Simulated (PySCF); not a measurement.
## Polarisability and C₆ of B- (boron, charge -1)

[He] 2s2 2p2, high-spin 3P determinant. All numbers are calculated (PySCF 2.14, the spin-free X2C one-electron Hamiltonian (Gaussian nucleus), in aug-cc-pCVTZ-DK (7s6p4d2f, 59 functions)). Coupled (time-dependent) response in atomic units; α is the mean over directions.

```csv
method,mean α (bohr³),"α xx, yy, zz",C₆ (like pair),S(−4)
UHF,107.7,"51.76, 135.7, 135.7",1092,12360
```

S(−4) is the Cauchy moment in α(ω) = α(0) + S(−4) ω² + …

α(iu) at UHF:

| u (hartree) | α(iu) (bohr³) |
| --- | --- |
| 0 | 107.7 |
| 0.0500 | 86.39 |
| 0.100 | 61.55 |
| 0.200 | 35.21 |
| 0.300 | 22.10 |
| 0.500 | 10.59 |
| 0.750 | 5.442 |
| 1.00 | 3.303 |
| 1.50 | 1.599 |
| 2.00 | 0.9471 |
| 3.00 | 0.4491 |
| 5.00 | 0.1753 |

A single London oscillator, α(iu) = α/(1 + u²/ω²), gives C₆ = (3/4) ω α². Matching the computed C₆ needs ω = 4 × 1092 / (3 × 107.7²) = 0.126 hartree.

For an ion, C₆ is the dispersion term alone; charge-induced terms of lower order in 1/R come first.

The components differ because the open shell of this determinant is not spherical; for a pure term their mean is the scalar polarisability.
